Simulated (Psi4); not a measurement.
F3Sn (SMILES [F][Sn+]([F])[F]), charge +1, singlet, at a GFN2-xTB geometry (such geometries of metal compounds can be far from the true shape) (core potentials on Sn).

The Psi4 input:
```
memory 2 GB

molecule mol {
1 1
  Sn    0.000000   -0.000000    0.000000
  F    -1.725569   -1.090080    0.066814
  F    -0.010204    1.880154   -0.797021
  F     1.735773   -0.790074    0.730207
}

set basis def2-svp
set reference rks

energy('b3lyp')
print_variables()
```

Question: What does this run give for the nuclear repulsion energy, total energy, number of basis functions?

Answer: 
```
Quantity                          Value
-------------------------  ------------
nuclear repulsion energy    190.2775 Eh
total energy               -513.2924 Eh
number of basis functions            68
```
